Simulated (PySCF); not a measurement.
Oscillator strengths, rates and cross-sections

Species: vinyl bromide, C2H3Br.
SMILES: `C=CBr`

Level of theory: TDDFT CAM-B3LYP/aug-cc-pVTZ, vertical, gas phase, core orbitals frozen in the response (PySCF). Geometry: PBE0-D3(BJ)/def2-TZVP; no solvent, vibrations or thermal averaging. Relativistic effects, spin–orbit coupling among them, are left out although an element past zinc is present.

Computed singlets with f of 0.002 or more:

```csv
state,ν̃ (cm⁻¹),f
S2,51800,0.227
S7,58830,0.046
S8,60590,0.065
S9,64240,0.0093
S10,66200,0.033
```

Give A, τ, |μ| and ∫σ dE for each state.

A / s⁻¹ = 0.6670 f (ν̃ / cm⁻¹)² and τ = 1/A in vacuum; |μ| follows from f = (2/3) ΔE |μ|² (atomic units, 1 au = 2.5417 D); ∫σ dE = 109.76 f Mb·eV.

```
state  A (s⁻¹)       τ  |μ| (D)  ∫σ dE (Mb·eV)
   S2  4.1×10⁸  2.5 ns     3.05             25
   S7  1.1×10⁸  9.4 ns     1.29            5.1
   S8  1.6×10⁸  6.3 ns     1.50            7.1
   S9  2.6×10⁷   39 ns     0.55              1
  S10  9.7×10⁷   10 ns     1.03            3.7
```

These lifetimes count emission to the ground state at the vertical energy alone; relaxation of the geometry and all other decay channels are left out.

Suppose S2 emitted 0.3 eV lower with the same transition dipole. How would A change?

At fixed |μ|, A goes as the cube of the energy: (6.12/6.42)³ = 0.87, which makes τ about 2.8 ns.

Which computed singlets stay under f = 0.002?

S1 (5.96 eV, f 0.0011), S3 (6.54 eV, f 0.0000), S4 (6.75 eV, f 0.0013), S5 (6.76 eV, f 0.0010) and S6 (7.14 eV, f 0.0013).

How much energy does a mole of photons resonant with S2 carry?

6.422 eV × 96.485 = 620 kJ/mol (148 kcal/mol).
